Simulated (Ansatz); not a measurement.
Two isomers of C2H8BFSi: A = `CB([SiH3])CF`, B = `B[SiH](C)CF`.

Program: Ansatz. Geometries: PBE0-D4/def2-TZVP. ΔE: electronic, gas phase. CCSD(T)/CBS adds triple-zeta CCSD(T) − MP2 to the extrapolated MP2 energy (def2 sets, frozen cores). DFT in def2-TZVPP. B3LYP here is the variant with VWN-RPA as its local correlation; programs differ in this. One conformer a species, not always the lowest.

A:

Z-matrix (Å, degrees):
```
C
B 1 1.560
H 1 1.093 2 115.5
H 1 1.097 2 109.6 3 -122.9
H 1 1.097 2 109.8 3 123.2
Si 2 2.026 1 122.6 3 -179.5
C 2 1.558 1 118.2 3 0.5
H 6 1.490 2 110.2 1 119.7
H 6 1.490 2 110.4 1 -121.1
H 6 1.491 2 112.2 1 -0.6
F 7 1.390 2 115.7 1 179.9
H 7 1.101 2 109.6 1 57.6
H 7 1.101 2 109.6 1 -57.9
```

B:

```xyz
13

B     1.604   -1.215    0.406
Si    0.075    0.090    0.463
C    -1.623   -0.663    0.218
C     0.337    1.500   -0.785
F     0.346    0.978   -2.082
H     1.466   -2.373    0.675
H     2.714   -0.844    0.152
H     0.166    0.727    1.818
H    -1.790   -1.482    0.921
H    -1.718   -1.061   -0.795
H    -2.410    0.080    0.365
H     1.291    2.012   -0.621
H    -0.460    2.250   -0.736
```

Which is lower in electronic energy at CCSD(T)/CBS, and by how much? (Estimate.)

The calculation gave: A, by 9.6 kcal/mol.

Give E(B) − E(A) in kcal/mol with PBE-D4, B3LYP, B2PLYP, MP2/def2-TZVPP, ωB97M-V, HF/def2-TZVPP, B3LYP-D4. (Best estimate.)

The calculation gave: PBE-D4 12.2, B3LYP 10.8, B2PLYP 10.2, MP2/def2-TZVPP 9.6, ωB97M-V 10.4, HF/def2-TZVPP 8.8, B3LYP-D4 10.8. None reverses the order clearly.

Largest T1 diagnostic: 0.012.

In def2-TZVPP, CCSD(T) changes the Hartree–Fock value by +1.1 kcal/mol (the triples alone add +0.2 kcal/mol) and MP2 by +0.8 kcal/mol.
